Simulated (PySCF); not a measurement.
Al(Me)(SiH3)2 (CH9AlSi2), SMILES [CH3][Al]([SiH3])[SiH3].

The structure is a stationary point at ωB97X-D3(BJ)/def2-SVP. The structure was generated by enumeration; whether it is a known compound was not checked.

Computed with ωB97X-D3(BJ)/def2-SVP run with PySCF.

Frequencies are harmonic and unscaled.

A small imaginary wavenumber (i) marks a very flat motion, where grid noise or a shallow saddle decides the sign.

```csv
mode,ν (cm⁻¹),IR (km/mol),Raman (Å⁴/amu),depolarisation,moving atoms (share of kinetic energy)
1,12i,0.0,0.0,–,H 99 %
2,22,0.0,0.5,0.75,H 95 %
3,27,0.3,0.0,–,H 94 %
4,78,4.4,1.7,0.68,"Si 52 %, H 23 %, Al 17 %"
5,132,7.0,1.8,0.75,"C 37 %, H 36 %, Si 20 %"
6,135,13.1,0.0,–,"Al 55 %, H 32 %"
7,327,1.9,37.4,0.10,"Si 63 %, C 13 %, Al 12 %, H 12 %"
8,389,0.4,4.5,0.75,"H 90 %, Si 9 %"
9,397,8.1,6.9,0.75,"H 66 %, Si 22 %, Al 13 %"
10,428,16.6,0.6,0.52,"H 84 %, Si 9 %"
11,470,25.1,2.0,0.75,"Al 43 %, H 35 %, Si 21 %"
12,489,5.7,14.6,0.75,"H 80 %, Si 13 %"
13,608,10.4,1.2,0.75,"H 69 %, C 17 %, Al 12 %"
14,668,62.4,6.5,0.41,"Al 40 %, C 38 %, H 21 %"
15,698,146.2,0.0,–,"H 73 %, C 18 %"
16,873,337.9,6.5,0.75,"H 89 %, Si 10 %"
17,896,112.9,2.2,0.74,"H 91 %, Si 9 %"
18,950,39.3,0.1,0.75,H 98 %
19,952,1.5,53.5,0.75,H 98 %
20,953,40.8,50.2,0.74,H 98 %
21,957,77.1,3.0,0.75,H 98 %
22,1229,24.5,2.9,0.05,"H 79 %, C 20 %"
23,1428,0.9,9.8,0.75,H 96 %
24,1435,5.6,9.2,0.75,H 95 %
25,2211,71.1,6.3,0.74,H 98 %
26,2215,78.8,297.4,0.05,H 98 %
27,2216,34.2,133.5,0.12,H 97 %
28,2218,200.4,219.0,0.69,H 96 %
29,2224,149.5,101.2,0.75,H 96 %
30,2225,77.6,284.0,0.39,H 96 %
31,3045,3.5,131.8,0.02,H 97 %
32,3134,5.5,89.9,0.67,"H 91 %, C 9 %"
33,3165,3.5,100.7,0.75,"H 91 %, C 9 %"
```
